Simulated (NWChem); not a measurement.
System meant: CuNH3I; SMILES [NH3]->[Cu][I]

Input file for NWChem:

```
start job
memory heap 200 mb stack 900 mb global 1100 mb
geometry units angstroms noautoz
  Cu     0.000516    -1.179113    -0.000072
  I     -0.001283     1.217349     0.000167
  N      0.003403    -3.138977    -0.000444
  H      0.619786    -3.522555    -0.718851
  H     -0.925573    -3.526116    -0.174482
  H      0.318537    -3.523689     0.891663
end
basis spherical
  Cu library def2-svp
  I library def2-svp
  N library def2-svp
  H library def2-svp
end
ecp
  I library def2-ecp
end
dft
  xc xpbe96 cpbe96
  iterations 4
  mulliken
end
task dft energy
```

End of the output:

```
    Atom       Charge   Shell Charges
 -----------   ------   -------------------------------------------------------
    1 Cu  29    29.06   2.00  2.00  1.96  0.56  0.20  5.99  5.90  0.60  7.75  2.10  0.00
    2 I   25    25.30   1.25  0.73  1.06  0.81  2.77  3.19  2.52  2.93  9.47  0.55
    3 N    7     6.92   1.97  0.69  0.41  2.17  1.65  0.03
    4 H    1     0.91   0.59  0.20  0.12
    5 H    1     0.91   0.59  0.20  0.12
    6 H    1     0.91   0.59  0.20  0.12

 center of mass
 --------------
 x =   0.00000000 y =  -0.00000000 z =   0.28010919

 moments of inertia (a.u.)
 ------------------
        1604.273655785354           0.000000000000           0.000000000000
           0.000000000000        1604.273655785354           0.000000000000
           0.000000000000           0.000000000000           9.661496539226

     Multipole analysis of the density
     ---------------------------------

     L   x y z        total         alpha         beta         nuclear
     -   - - -        -----         -----         ----         -------
     0   0 0 0     -0.000000    -32.000000    -32.000000     64.000000

     1   1 0 0      0.000000      0.000000      0.000000      0.000000
     1   0 1 0      0.000000      0.000000      0.000000      0.000000
     1   0 0 1     -3.861302     30.914139     30.914139    -65.689581

     2   2 0 0    -34.626255    -19.709748    -19.709748      4.793241
     2   1 1 0     -0.000000      0.000000      0.000000     -0.000000
     2   1 0 1     -0.000000     -0.000000     -0.000000      0.000000
     2   0 2 0    -34.626255    -19.709748    -19.709748      4.793241
     2   0 1 1     -0.000000     -0.000000     -0.000000     -0.000000
     2   0 0 2    -17.298997   -333.407805   -333.407805    649.516612

 ------------------------------------------------------------------------
 dft energy failed                                                                                  0
 ------------------------------------------------------------------------
 ------------------------------------------------------------------------
  current input line :
    25: task dft energy
 ------------------------------------------------------------------------
 ------------------------------------------------------------------------
 This type of error is most commonly associated with calculations not reaching convergence criteria
 ------------------------------------------------------------------------
 For more information see the NWChem manual at https://nwchemgit.github.io

0:dft energy failed:Received an Error in Communication
```

Problem. Find the fault in this run and fix the input.

Solution. Convergence was not reached. Cause: the SCF was allowed too few iterations. This input runs:
```
start job
memory heap 200 mb stack 900 mb global 1100 mb
geometry units angstroms noautoz
  Cu     0.000516    -1.179113    -0.000072
  I     -0.001283     1.217349     0.000167
  N      0.003403    -3.138977    -0.000444
  H      0.619786    -3.522555    -0.718851
  H     -0.925573    -3.526116    -0.174482
  H      0.318537    -3.523689     0.891663
end
basis spherical
  * library def2-svp
end
ecp
  I library def2-ecp
end
dft
  xc xpbe96 cpbe96
  iterations 150
  mulliken
end
task dft energy
```
It converges to -1994.25865 Ha (PBE/def2-SVP with def2 effective core potentials on I).
